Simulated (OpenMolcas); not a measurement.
# Lines of neutral vanadium: computed and rescaled rates

| Property | Result |
| --- | --- |
| Program | OpenMolcas 26.06 |
| Method | MS-CASPT2, IPEA 0.25 Eh, imaginary shift 0.1 Eh (closed shells correlated: 3s 3p 4s) |
| Basis | ANO-R3 [7s5p5d3f2g1h] |
| Scalar Hamiltonian | X2C, finite nucleus |
| Active space | 3 electrons in 5 orbitals (3d) |
| State averaging | 2S+1 = 4 even, 10 roots; 2S+1 = 2 even, 40 roots |
| Spin-orbit coupling | state interaction with AMFI integrals over the reference wave functions, term energies averaged over their components |

Rates come from the transition moments of the reference wave functions (E1 and E2 in the length form). At fixed line strength A goes as λ^-3 for E1 and M1 and as λ^-5 for E2, so a rate at the computed wavelength can be rescaled to the measured one. Measured vacuum wavelengths follow from level energies in NIST Handbook of Basic Atomic Spectroscopic Data. Branching counts decays inside the model space alone, at computed energies, and the table is only a selection of the E2 and M1 lines, drawn from those between levels with measured partners whose computed energy lies within a factor of 1.5 of the measured one.

```json
{"Upper": "3d³ 4s² ⁴F_5/2", "Lower": "3d³ 4s² ⁴F_3/2", "Type": "M1", "λ computed (nm)": "67440", "λ measured (nm)": "72790", "A computed (s-1)": "1.41e-04", "A rescaled (s-1)": "1.12e-04", "Branching %": "100.0"}
{"Upper": "3d³ 4s² ⁴F_7/2", "Lower": "3d³ 4s² ⁴F_5/2", "Type": "M1", "λ computed (nm)": "49290", "λ measured (nm)": "53740", "A computed (s-1)": "3.64e-04", "A rescaled (s-1)": "2.81e-04", "Branching %": "100.0"}
{"Upper": "3d³ 4s² ⁴F_9/2", "Lower": "3d³ 4s² ⁴F_7/2", "Type": "M1", "λ computed (nm)": "39500", "λ measured (nm)": "43570", "A computed (s-1)": "4.40e-04", "A rescaled (s-1)": "3.28e-04", "Branching %": "100.0"}
{"Upper": "3d³ 4s² ⁴P_5/2", "Lower": "3d³ 4s² ⁴F_9/2", "Type": "E2", "λ computed (nm)": "924.3", "λ measured (nm)": "1079", "A computed (s-1)": "2.89e-02", "A rescaled (s-1)": "1.33e-02", "Branching %": "68.3"}
{"Upper": "3d³ 4s² ⁴P_3/2", "Lower": "3d³ 4s² ⁴F_7/2", "Type": "E2", "λ computed (nm)": "918.3", "λ measured (nm)": "1074", "A computed (s-1)": "2.12e-02", "A rescaled (s-1)": "9.69e-03", "Branching %": "48.5"}
{"Upper": "3d³ 4s² ⁴P_1/2", "Lower": "3d³ 4s² ⁴F_5/2", "Type": "E2", "λ computed (nm)": "906.2", "λ measured (nm)": "1063", "A computed (s-1)": "1.77e-02", "A rescaled (s-1)": "7.97e-03", "Branching %": "38.3"}
{"Upper": "3d³ 4s² ⁴P_5/2", "Lower": "3d³ 4s² ⁴F_7/2", "Type": "E2", "λ computed (nm)": "903.1", "λ measured (nm)": "1053", "A computed (s-1)": "1.04e-02", "A rescaled (s-1)": "4.83e-03", "Branching %": "24.5"}
{"Upper": "3d³ 4s² ⁴P_3/2", "Lower": "3d³ 4s² ⁴F_5/2", "Type": "E2", "λ computed (nm)": "901.5", "λ measured (nm)": "1053", "A computed (s-1)": "1.66e-02", "A rescaled (s-1)": "7.63e-03", "Branching %": "38.0"}
{"Upper": "3d³ 4s² ⁴P_1/2", "Lower": "3d³ 4s² ⁴F_3/2", "Type": "E2", "λ computed (nm)": "894.2", "λ measured (nm)": "1048", "A computed (s-1)": "2.86e-02", "A rescaled (s-1)": "1.29e-02", "Branching %": "61.7"}
{"Upper": "3d³ 4s² ⁴P_3/2", "Lower": "3d³ 4s² ⁴F_3/2", "Type": "E2", "λ computed (nm)": "889.6", "λ measured (nm)": "1038", "A computed (s-1)": "5.83e-03", "A rescaled (s-1)": "2.70e-03", "Branching %": "13.4"}
{"Upper": "3d³ 4s² ⁴P_5/2", "Lower": "3d³ 4s² ⁴F_5/2", "Type": "E2", "λ computed (nm)": "886.9", "λ measured (nm)": "1032", "A computed (s-1)": "2.56e-03", "A rescaled (s-1)": "1.20e-03", "Branching %": "6.0"}
```

The largest correction is for 3d³ 4s² ⁴P_1/2 → 3d³ 4s² ⁴F_5/2 (E2): 1.77e-02 × (906.2 / 1063)^5 = 7.97e-03 s-1, a factor of 0.45.

The computed rate and branching of 3d³ 4s² ⁴F_5/2 → 3d³ 4s² ⁴F_3/2 give the upper level a radiative lifetime of 1.000 / 1.41e-04 s-1 = 7.09e+03 s, counting decays inside the model space alone. The rescaled rate gives about 8.9e+03 s.

No measured rate stands beside these. Rescaling mends the energy factor alone: line strengths can still be far off where a level mixes with configurations outside the active space, and weak or spin-changing lines hang on small mixing coefficients that depend on the term gaps too, so rescaling need not improve them.

Term energies are means over components that CASPT2 splits; among the terms shown or strongly mixed into the levels shown the widest spread is 1200 cm-1 (3d³ 4s² ⁴F). With the s shell closed, the reference lacks s² → p², s² → d² and s → d mixing, so excited terms can stand far too high and out of order, with CASPT2 too. Some terms miss by over 15 % even with CASPT2, which points to a basis or an active space too small for the shells correlated. Measured partners are found by configuration, term and J. A level has none where our copy of the source lacks it or the pairing is in doubt (some pairs that miss far off the trend of their configuration count as doubtful). Only configurations of the active space appear.
